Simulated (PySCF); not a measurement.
# SMILES S(C)[C@]1(F)C[C@@H]1[SiH3], C$_{4}$H$_{9}$FSSi

Geometry (Å), atoms numbered from 1 in this order:
```xyz
16

C     2.6437    0.3170    0.3797
S     1.1586   -0.6936    0.6776
C     0.1916   -0.1528   -0.7267
F     0.6953   -0.6482   -1.9043
C    -0.3935    1.2169   -0.7842
C    -1.2868    0.0085   -0.6284
Si   -2.1706   -0.3403    1.0051
H     2.3936    1.3695    0.4788
H     3.3734    0.0319    1.1298
H     3.0225    0.1002   -0.6147
H    -0.2517    1.8622    0.0701
H    -0.3683    1.7278   -1.7364
H    -1.8135   -0.2869   -1.5288
H    -3.5823   -0.0250    0.7778
H    -1.6211    0.5362    2.0379
H    -1.9984   -1.7470    1.3553
```

The calculation used TDDFT B3LYP/aug-cc-pVDZ circular dichroism and optical rotation, one conformer, gas phase in PySCF 2.14.0. Geometry: GFN2-xTB.

The molecule is flexible and this is one conformer; a measurement averages over conformers. States above about 6.6 eV (minus the energy of the highest occupied orbital) lie near or above the ionisation threshold and depend on the basis.

Problem. Draw the ECD and absorption spectra from the lowest 16 states, each a Gaussian of half-width 0.25 eV at 1/e height.

Solution. 
```csv
E (eV),λ (nm),Δε (L mol⁻¹ cm⁻¹),ε (L mol⁻¹ cm⁻¹)
4.78,259,0.00,0.867
4.93,251,-0.02,6.69
5.08,244,-0.08,25.7
5.23,237,-0.25,58.5
5.38,230,-1.08,146
5.53,224,-3.80,444
5.68,218,-7.10,913
5.83,213,-6.47,1210
5.98,207,-2.52,1400
6.13,202,+2.14,1690
6.28,197,+9.63,1910
6.43,193,+14.58,2380
6.58,188,+3.63,3730
6.73,184,-15.07,5090
6.88,180,-19.62,5350
7.03,176,-10.82,5620
```
Δε uses R in velocity form, ε uses f in length form. Only the states computed contribute, so the short-wavelength end is incomplete.
